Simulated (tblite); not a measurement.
Species: C₅H₆F₃P.
Atom-mapped SMILES: `[CH3:1][C:2]1=[C:3]([C:4]([F:5])([F:6])[F:7])[P:8]1[CH3:9]` (hydrogens: H10, H11, H12 on C1; H13, H14, H15 on C9)

Structure optimised with GFN2-xTB, isolated species.

(1) Give the optimised bond lengths and angles.

Answers

(1) 
```json
{"bond": "C1–C2", "length (pm)": "146.4", "order": "single"}
{"bond": "C2=C3", "length (pm)": "131.6", "order": "double"}
{"bond": "C3–C4", "length (pm)": "146.7", "order": "single"}
{"bond": "C4–F5, C4–F6, C4–F7", "length (pm)": "134.6", "order": "single"}
{"bond": "C3–P8", "length (pm)": "184.1", "order": "single"}
{"bond": "P8–C9", "length (pm)": "186.6", "order": "single"}
{"bond": "C2–P8", "length (pm)": "185.2", "order": "single"}
{"bond": "C1–H10, C1–H11, C1–H12", "length (pm)": "109.0", "order": "single"}
{"bond": "C9–H13, C9–H14, C9–H15", "length (pm)": "108.9", "order": "single"}
```

Bonds in one row agree within 1 pm and their mean is given. Orders are formal, as drawn. A selection of angles:
```json
{"angle": "C1–C2–C3", "degrees": "145.1"}
{"angle": "C1–C2–P8", "degrees": "146.2"}
{"angle": "C3–C2–P8", "degrees": "68.7"}
{"angle": "C2–C3–C4", "degrees": "143.1"}
{"angle": "C2–C3–P8", "degrees": "69.6"}
{"angle": "C4–C3–P8", "degrees": "147.4"}
{"angle": "C3–C4–F5", "degrees": "112.3"}
{"angle": "C3–C4–F7", "degrees": "112.9"}
{"angle": "F5–C4–F6", "degrees": "106.2"}
{"angle": "C3–P8–C9", "degrees": "101.0"}
{"angle": "C2–P8–C3", "degrees": "41.7"}
{"angle": "C2–P8–C9", "degrees": "100.9"}
```

Dihedral angles: C1–C2–C3–C4 0° (synperiplanar); C2–C3–C4–F5 113° (anticlinal); C2–C3–P8–C9 -94° (anticlinal); C1–C2–P8–C3 180° (antiperiplanar). The mirror-image conformer, all signs reversed, is as good.

P8 (phosphine phosphorus) is pyramidal (angles 101.0°, 100.9° and 41.7°, sum 243.6°, 1.13 Å off the plane of its three neighbours). The 3-membered ring C2–C3–P8 has internal angles of 41.7° to 69.6°. The 3 C–P bonds span 1.841 Å (C3–P8, drawn single) to 1.866 Å (P8–C9, drawn single), a spread of 0.025 Å. The C–C distances run from 1.316 Å (C2=C3, drawn double) to 1.467 Å (C3–C4, drawn single), a spread of 0.151 Å.

Point group: C1 (no symmetry element, even within 0.4 Å). Its lowest GFN2-xTB frequency is 13 cm⁻¹, too small to tell a flat minimum from a shallow saddle. 3 starts were optimised and ended at 0.00, 0.46 and 0.57 kcal/mol (GFN2-xTB); the lowest of these is shown.

These are computed values.
